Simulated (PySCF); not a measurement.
Cl3H4NSi2, SMILES Cl[Si](N[SiH3])(Cl)Cl. Atoms are numbered in the order given.

```xyz
10

Si    -2.5540     0.0986     0.9770
N     -1.0448     0.8595     0.5048
Si     0.3483     0.1066    -0.1180
Cl     1.1075    -1.2868     1.1789
Cl     1.7554     1.5561    -0.4518
Cl    -0.0347    -0.8794    -1.8732
H     -2.3904    -1.3578     0.7140
H     -3.6929     0.6404     0.1788
H     -2.8366     0.3305     2.4242
H     -0.9670     1.8683     0.6069
```

Geometry: PBE0-D3(BJ)/def2-SVP. Other conformers were not sampled.

Two levels are set side by side: PBE/pcSseg-1 (PySCF) and HF/pcSseg-1 (PySCF). GIAO shifts against HCl (³⁵Cl), NH3 (¹⁵N), TMS (²⁹Si), TMS (¹H) at the same level; non-relativistic, no solvent, atoms listed together averaged. Without spin–orbit terms, shifts of atoms bonded to Cl or Br come out too high at both levels. Differences are taken from unrounded values.

| quantity | HF |
|---|---|
| δ(²⁹Si) of Si1 (ppm) | -53.3 |
| δ(¹⁵N) of N2 (ppm) | 32.5 |
| δ(²⁹Si) of Si3 (ppm) | -3.2 |
| δ(¹H) of H7, H8, H9 (ppm) | 4.55 |
| δ(¹H) of H10 (ppm) | 1.26 |

What does PBE give, and how far is it from HF? (An estimate is asked for; the answer gives what the named calculation found.)


```
quantity                     PBE  PBE minus HF
-------------------------  -----  ------------
δ(²⁹Si) of Si1 (ppm)       -56.6          -3.3
δ(¹⁵N) of N2 (ppm)          58.7          26.2
δ(²⁹Si) of Si3 (ppm)         2.3           5.5
δ(¹H) of H7, H8, H9 (ppm)   5.06          0.50
δ(¹H) of H10 (ppm)          1.32          0.06
```

Rough cost on one machine, each run with all the roots and properties that it gave: HF against PBE within a factor of 2.
